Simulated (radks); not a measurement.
Values are calculated unless marked as measured or tabulated.
Q: Species: the manganese ion Mn10+. Configuration: [Ne] 3s2 3p3 (the NIST ground configuration). Level of theory: scalar-relativistic Kohn-Sham, PBE, spin-polarised, spherical densities, finite nucleus; open shells are filled with parallel spins first; Fermi nuclear charge, rms radius 3.7057 fm (a radial shooting solver on a logarithmic mesh with Libxc functionals). Some entries of the table are withheld. Estimate them.

orbital,occ.,eigenvalue (Ry),<1/r> (bohr^-1)
1s up,1,-491.6793,24.93
1s down,1,-491.5381,24.93
2s up,1,-73.36530,5.333
2s down,1,-73.24789,5.333
2p up,3,-65.11755,5.229
2p down,3,-64.94883,5.228
3s up,1,-22.29843,1.900
3s down,1,-21.65224,1.891
3p up,3,-19.84614,(1)
3p down,0,-19.21425,(2)
3d up,0,-16.14129,1.647
3d down,0,-15.58922,1.651
4s up,0,(3),0.9214
4s down,0,(4),0.9133

A: 
(1) 3p up <1/r> (bohr^-1): 1.815
(2) 3p down <1/r> (bohr^-1): 1.807
(3) 4s up eigenvalue (Ry): -10.16064
(4) 4s down eigenvalue (Ry): -9.93720
